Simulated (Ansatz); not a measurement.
Interaction energy ladder

The pair of F⁻ (SMILES [F-], atom 1) and BCl3 (SMILES ClB(Cl)Cl, atoms 2–5), both closed shells, in one local arrangement (a lower one may exist), relaxed at PBE0-D4/def2-TZVPD:

```xyz
5
angstrom
F 0.1565 -0.6649 -3.2697
Cl -1.5141 -0.0882 1.7208
B -0.0365 0.1558 0.7666
Cl 0.0434 -0.1842 -0.8993
Cl 1.3508 0.7815 1.6817
```

Computed with Ansatz 0.2.0 (basis: def2-TZVPPD, with def2-QZVPPD for the basis limit); correlated methods freeze the cores. B3LYP uses VWN-RPA correlation. Extrapolation: Hartree–Fock as exp(−7.88 √X), correlation as X^−2.97. Interaction energies count from these two fragments, frozen as in the pair, with the counterpoise correction; negative means bound.

What is the interaction energy by CCSD(T) at an estimated basis limit (MP2 extrapolated from triple and quadruple zeta, plus CCSD(T) − MP2 in triple zeta)? (An estimate is asked for; the value comes from the calculation.)

The calculation gives: -12.93 kcal/mol. Hartree–Fock alone gives -8.75 kcal/mol at the basis limit. It counts from the two fragments frozen as in the pair.

The same quantity by other methods in triple zeta, and each one's difference from that estimate:
| method | E_int (kcal/mol) | difference |
| --- | --- | --- |
| PBE-D4 | -15.79 | -2.85 |
| revPBE-D4 | -14.23 | -1.30 |
| BLYP-D4 | -14.14 | -1.21 |
| r2SCAN-D4 | -15.49 | -2.55 |
| B97M-V | -14.28 | -1.35 |
| PBE0-D4 | -14.21 | -1.27 |
| B3LYP-D4 | -13.47 | -0.54 |
| HSE06-D4 | -14.30 | -1.37 |
| wB97X-V | -12.35 | 0.58 |
| wB97M-V | -12.82 | 0.11 |
| B2PLYP | -12.13 | 0.80 |
| HF | -8.67 | 4.26 |
| MP2 | -11.34 | 1.59 |
| CCSD | -10.95 | 1.98 |
| CCSD(T) | -11.61 | 1.32 |
Differences are method less estimate.

Which atoms make the shortest contact between the fragments?

F1 and Cl4, 2.42 Å apart.

Energy to bend the free fragments (PBE0-D4 minima) into their shapes in the pair, CCSD(T)/def2-TZVPPD: BCl3 1.20 kcal/mol. This must be added to the interaction energy to get the binding energy from relaxed fragments.

Basis-set superposition shift (counterpoise-corrected less uncorrected): CCSD(T) 0.66; MP2 0.63; HF 0.06; PBE0-D4 0.08; wB97M-V 0.06 kcal/mol.

No T1 diagnostic of these runs exceeds 0.023.

For scale, one of the runs: CCSD(T)/def2-TZVPPD, 230 basis functions, launched by `ansatz run in.yaml --threads 4 --pin off --events-out ev --progress --plain --max-ram 9574MiB`. Time: 100 s of wall clock on 4 CPU threads of an Arm Neoverse V2; the host was shared. Peak host memory: 3.8 GiB.
